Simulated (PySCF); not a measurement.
Computed with PBE-D3(BJ)/def2-TZVP // PBE0-D3(BJ)/def2-SVP (PySCF 2.14.0). Gas-phase values, no solvent. One relaxed conformer stands for a flexible species; it need not be the lowest. Delta-SCF ions had no search for a lower state. Excitations are Tamm–Dancoff values on a coarser integration grid. The basis has no diffuse functions, so Rydberg states are missing or too high.

Reference species (SMILES): `c1(cocc1S)B` (neutral, multiplicity 1).

| Quantity | Result |
|---|---|
| T1 excitation (TDA) | 2.47 eV |
| vertical ionisation energy (Delta-SCF) | 8.24 eV |

Changed species: `c1(B)c(S)occ1`.

Problem. Give the shifts of the T1 excitation (TDA) and vertical ionisation energy (Delta-SCF).

Solution. the T1 excitation (TDA) rises by 0.07 eV, to 2.54 eV; the vertical ionisation energy (Delta-SCF) falls by 0.05 eV, to 8.19 eV.
